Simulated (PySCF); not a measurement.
C₃F₅O₂ (charge -1).
Structure used (GFN2-xTB), in Å, numbered top down from 1:
```
atom  x, y, z in Å
O1     2.1422   -0.7386   -0.4688
C2     1.5721    0.2931   -0.2052
O3     1.7436    1.4761   -0.3784
C4     0.0893   -0.0076    0.6209
F5     0.1384   -1.1359    1.3978
F6    -0.2492    1.0047    1.4808
C7    -1.0582   -0.1775   -0.3638
F8    -2.2645   -0.4199    0.2157
F9    -0.8603   -1.2015   -1.2025
F10   -1.2445    0.9117   -1.1189
```

Mayer bond orders were computed from the PBE0/pcSseg-1 density (PySCF). Geometry: GFN2-xTB, one conformer, isolated ion. The pcSseg-1 basis has no diffuse functions, a weakness for an anion.

Problem. Rank these bonds by Mayer order, highest first.
A. C4–C7
B. C2–O3
C. C7–F8
D. C2–C4

Solution. B (1.80), C (0.97), A (0.89), D (0.71).

Problem. Set the orders of all bonds between heavy atoms beside their lengths and the difference of the IAO charges at their ends.

Solution. 
| bond | Mayer order | length (Å) | q(first) − q(second) (e) |
| --- | --- | --- | --- |
| O1–C2 | 1.803 | 1.208 | -1.103 |
| C2–O3 | 1.803 | 1.208 | +1.103 |
| C7–F9 | 1.014 | 1.338 | +1.056 |
| C7–F10 | 1.013 | 1.338 | +1.056 |
| C7–F8 | 0.969 | 1.360 | +1.083 |
| C4–F5 | 0.910 | 1.371 | +0.692 |
| C4–F6 | 0.910 | 1.371 | +0.692 |
| C4–C7 | 0.887 | 1.522 | -0.394 |
| C2–C4 | 0.711 | 1.724 | +0.128 |

The Mayer order sums products of elements of PS (density times overlap matrix) between the two atoms' basis functions, so it depends on the basis set.
